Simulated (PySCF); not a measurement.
## Trend along the fourth-period p block: MF molecules

PBE0 with triple-zeta basis sets in PySCF, for the lowest determinant that a PBE0 search found; no spin–orbit coupling. De refers to high-spin ground-configuration atoms. A positive dipole means M(−)F(+).

```
 M       basis  state (unpaired electrons)  Re (Å)  ωe (cm⁻¹)  De (eV)  μ (D)
Ga  def2-TZVPP      singlet (closed shell)   1.787        619     5.94  -2.22
Ge  def2-TZVPP               doublet (π ↑)   1.756        669     5.23  -1.81
As  def2-TZVPP              triplet (π ↑↑)   1.741        695     4.20  -1.65
Se  def2-TZVPP               doublet (π ↑)   1.738        708     3.42  -1.43
Br  def2-TZVPP      singlet (closed shell)   1.753        702     2.63  -1.36
```

The shortest bond is that of SeF (1.738 Å), the longest that of GaF (1.787 Å). GaF is bound most strongly (5.94 eV) and BrF least (2.63 eV).

The state changes along the series, so neighbouring rows are not always alike in their bonding.

States were picked by a PBE0 search and need not be the measured ground states.
